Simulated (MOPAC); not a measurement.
Job for MOPAC: PM3 on AlCd, 2S+1 = 2, a spin state set in the input, which need not be the lowest, a point of a bond scan (R = 2.941 Å).

```
PM3 1SCF PRECISE CHARGE=0 UHF MS=0.5 THREADS=1
AlCd

Cd     0.00000000 1     0.00000000 1     0.00000000 1
Al     0.00000000 1     0.00000000 1     2.94069100 1
```

Output:

```
*******************************************************************************
 **                                                                           **
 **                              MOPAC v23.2.5                                **
 **                                                                           **
 *******************************************************************************
 ** MOPAC's Digital Object Identifier: https://doi.org/10.5281/zenodo.6511958 **
 **                                                                           **
 ** Please cite the open-source release paper for use of this MOPAC version:  **
 ** J. E. Moussa and J. J. P. Stewart (2026)                                  **
 ** MOPAC: An open-source semiempirical molecular orbital program             **
 ** J. Open Source Softw., 11(119), 8025, https://doi.org/10.21105/joss.08025 **
 *******************************************************************************

                              PM3 CALCULATION RESULTS

 *******************************************************************************
 *  PM3        - The PM3 Hamiltonian to be used
 *  UHF        - UNRESTRICTED HARTREE-FOCK CALCULATION
 *
 *
 *
 *                 CHARGE ON SYSTEM = 0
 *
 *
 *
 *  MS=        - IN MECI, MAGNETIC COMPONENT OF SPIN =  0.5
 *  PRECISE    - TIGHTER CRITERIA TO BE USED
 *  1SCF       - DO 1 SCF AND THEN STOP
 *  THREADS=1  - MULTI-THREADING NOT USED
 *  T=         - A TIME OF 172800.0 SECONDS REQUESTED
 *  DUMP=N     - RESTART FILE WRITTEN EVERY 7200.0 SECONDS REQUESTED
 *******************************************************************************
PM3 1SCF PRECISE CHARGE=0 UHF MS=0.5 THREADS=1
 AlCd

   ATOM   CHEMICAL          X               Y               Z
  NUMBER   SYMBOL      (ANGSTROMS)     (ANGSTROMS)     (ANGSTROMS)

     1      Cd          0.00000000  *   0.00000000  *   0.00000000  *
     2      Al          0.00000000  *   0.00000000  *   2.94069100  *



          CARTESIAN COORDINATES

    NO.       ATOM           X           Y           Z

     1        Cd          0.0000      0.0000      0.0000
     2        Al          0.0000      0.0000      2.9407

 Al: (PM3): J. J. P. STEWART, J. COMP. CHEM. 10, 209 (1989).
 Cd: (PM3): J. J. P. STEWART, J. COMP. CHEM. 12, 320-341 (1991).

           Empirical Formula: Cd Al  =     2 atoms



      MOLECULAR POINT GROUP   :   C*v


          UHF CALCULATION, NO. OF ALPHA ELECTRONS =    3
                           NO. OF BETA  ELECTRONS =    2

 -------------------------------------------------------------------------------
 PM3 1SCF PRECISE CHARGE=0 UHF MS=0.5 THREADS=1
 AlCd



     1SCF WAS SPECIFIED, SO BFGS WAS NOT USED
     SCF FIELD WAS ACHIEVED


                              PM3 CALCULATION
                                                       MOPAC v23.2.5 Linux




          FINAL HEAT OF FORMATION =        -10.00110 KCAL/MOL =     -41.84460 KJ/MOL


          COSMO AREA              =         96.81 SQUARE ANGSTROMS
          COSMO VOLUME            =         81.74 CUBIC ANGSTROMS

          IONIZATION POTENTIAL    =          8.133050 EV
          ALPHA SOMO LUMO (EV)    =         -8.283 -1.760
          BETA  SOMO LUMO (EV)    =         -8.133 -2.126
          NO. OF ALPHA ELECTRONS  =          3
          NO. OF BETA  ELECTRONS  =          2
          MOLECULAR WEIGHT        =        139.3915         POINT GROUP:  C*v

          MOLECULAR DIMENSIONS (Angstroms)

            Atom       Atom       Distance
           Al     2   Cd     1     2.94069
           Al     2   Cd     1     0.00000
           Cd     1   Al     2     0.00000


          SCF CALCULATIONS        =          1





   ATOM   CHEMICAL          X               Y               Z
  NUMBER   SYMBOL      (ANGSTROMS)     (ANGSTROMS)     (ANGSTROMS)

     1      Cd          0.00000000  *   0.00000000  *   0.00000000  *
     2      Al          0.00000000  *   0.00000000  *   2.94069100  *

                             CARTESIAN COORDINATES

   1   Cd        0.000000000     0.000000000     0.000000000
   2   Al        0.000000000     0.000000000     2.940691000


           Empirical Formula: Cd Al  =     2 atoms



      MOLECULAR POINT GROUP   :   C*v


          ALPHA EIGENVALUES
 -10.39424  -8.50972  -8.28303  -1.75965   6.04421  20.94575  20.96644  20.99222


           BETA EIGENVALUES
 -10.43108  -8.13305  -2.12556  -1.73777  10.25420  20.82776  20.84827  20.87600


              NET ATOMIC CHARGES AND DIPOLE CONTRIBUTIONS

  ATOM NO.   TYPE          CHARGE      No. of ELECS.   s-Pop       p-Pop
    1         Cd           0.703677        1.2963     1.29608     0.00024
    2         Al          -0.703677        3.7037     0.01792     3.68575
 DIPOLE           X         Y         Z       TOTAL
 POINT-CHG.     0.000     0.000    -9.939     9.939
 HYBRID         0.000     0.000     0.587     0.587
 SUM            0.000     0.000    -9.352     9.352


          ATOMIC ORBITAL ELECTRON POPULATIONS

     Atom    s        px        py        pz
    1 Cd   1.29608   0.00010   0.00005   0.00009
    2 Al   0.01792   1.99990   0.99995   0.68590


                    (SZ)    =    0.500000
                    (S**2)  =    0.756510


          ATOMIC ORBITAL SPIN POPULATIONS

    Atom   Total    s     px     py     pz
         Atomic
    1 Cd -0.0712 -0.071  0.000  0.000  0.000
    2 Al  1.0712  0.007 -0.000  1.000  0.064

 **********************
 *                    *
 * JOB ENDED NORMALLY *
 *                    *
 **********************




 == MOPAC DONE ==
```

The run finished.

Cost: very roughly 0.020 core-seconds.
